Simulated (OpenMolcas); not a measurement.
# How methods differ on CH4BFOSi (SMILES O=CB[SiH2]F)

The species is CH4BFOSi (9 atoms), meant as a singlet with charge 0. As SMILES, `O=CB[SiH2]F`. Geometry: relaxed at PBE0-D4/def2-TZVP. This is one conformer, not always the lowest.

```csv
atom,x (Å),y (Å),z (Å)
O,-0.7895,0.7804,1.7038
C,-0.1283,1.4421,0.9104
B,0.6281,0.1887,0.4958
Si,-0.0772,-1.0076,-0.9450
F,-1.3608,-0.3492,-1.6597
H,-0.2624,2.5250,0.7785
H,1.6087,-0.0849,1.1217
H,0.9640,-1.2026,-1.9919
H,-0.4942,-2.3381,-0.4309
```

Each level gives the energy change with the Si4–F5 bond stretched from 1.610 to 1.851 Å (eV). The values are calculated.

```csv
level,kind,program,value (eV),CPU time (all runs)
SVWN5/def2-SVP (restricted),LDA,OpenMolcas,0.53,47 s
PBE/def2-SVP (restricted),GGA,OpenMolcas,0.40,64 s
TPSS/def2-SVP (restricted),meta-GGA,OpenMolcas,0.44,83 s
r2SCAN/def2-SVP (restricted),meta-GGA,OpenMolcas,0.50,78 s
BHLYP/def2-SVP (restricted),global hybrid,OpenMolcas,0.60,59 s
PBE0/def2-SVP (restricted),global hybrid,OpenMolcas,0.51,59 s
B2PLYP/def2-SVP (restricted),double hybrid,OpenMolcas,0.50,54 s
MP2/def2-SVP (restricted),perturbation theory,OpenMolcas,0.50,19 s
```

The first shape isn't each level's own minimum. The values span 0.40 to 0.60 eV. CPU times are rough (shared hosts, several kinds of processor and program).
